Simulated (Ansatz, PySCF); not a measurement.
System: selenium dioxide, SeO$_{2}$, net charge 0, singlet state. SMILES: O=[Se]=O
Structure (B3LYP-D3(BJ)/def2-TZVP (Ansatz, a quantum-chemistry and plane-wave program) minimum search):
```
Se
O 1 1.6119
O 1 1.6119 2 113.77
```

Wanted: atomisation energy (electronic, to ground-state atoms), in kcal/mol. Correlated levels leave the core frozen unless marked. UHF or UKS for open shells. No spin-orbit coupling. Frozen are the shells of the preceding noble gas and the d and f shells that filled before the atom's block. No relativistic terms. FCI takes restricted orbitals. The coupled-cluster limit lacks core correlation, which all-electron functionals hold. Basis-set limits of correlation are two-point, X^-3; Hartree-Fock from the larger set. The bracket is a focal-point correction in the basis named.

```tsv
level	program	atomisation energy (kcal/mol)
revPBE-D3(BJ)/def2-TZVPD	Ansatz + dftd3	219.0
TPSS-D3(BJ)/def2-TZVPD	PySCF + dftd3	213.9
TPSS-D4/def2-TZVPD	PySCF + dftd4	214.3
M06-L-D4/def2-TZVPD	PySCF + dftd4	211.8
B3LYP-D3(BJ)/def2-TZVPD	Ansatz + dftd3	202.3
B3LYP/def2-TZVPD	Ansatz	200.5
PBE0/def2-TZVPD	Ansatz	199.2
TPSSh-D3(BJ)/def2-TZVPD	PySCF + dftd3	201.9
PW6B95-D4/def2-TZVPD	PySCF + dftd4	203.2
M06-2X/def2-TZVPD	PySCF	190.5
B2PLYP-D3(BJ)/def2-TZVPD	Ansatz + dftd3	208.2
MP2/6-31G*	Ansatz	193.3
RI-MP2/cc-pVQZ	Ansatz	229.4
SCS-MP2/cc-pVDZ	Ansatz	168.3
CCSD/cc-pVTZ	Ansatz	174.8
CCSD/cc-pVQZ	Ansatz	183.4
CCSD(T)/cc-pVTZ	Ansatz	192.8
CCSD(T)/cc-pVQZ	Ansatz	202.5
FCI/STO-3G	Ansatz	59.8
RI-MP2/CBS(aug-cc-pVTZ,aug-cc-pVQZ)+[CCSD(T)-MP2]/aug-cc-pVTZ	Ansatz	208.9
CCSD(T)/CBS(cc-pVTZ,cc-pVQZ)	Ansatz	207.5
```

The Hartree-Fock reference is unstable (checked in the largest basis), which strains HF and MP2. The T1 diagnostic of CCSD in the largest basis is 0.027, which is high, so the coupled-cluster rows are less sure than usual.
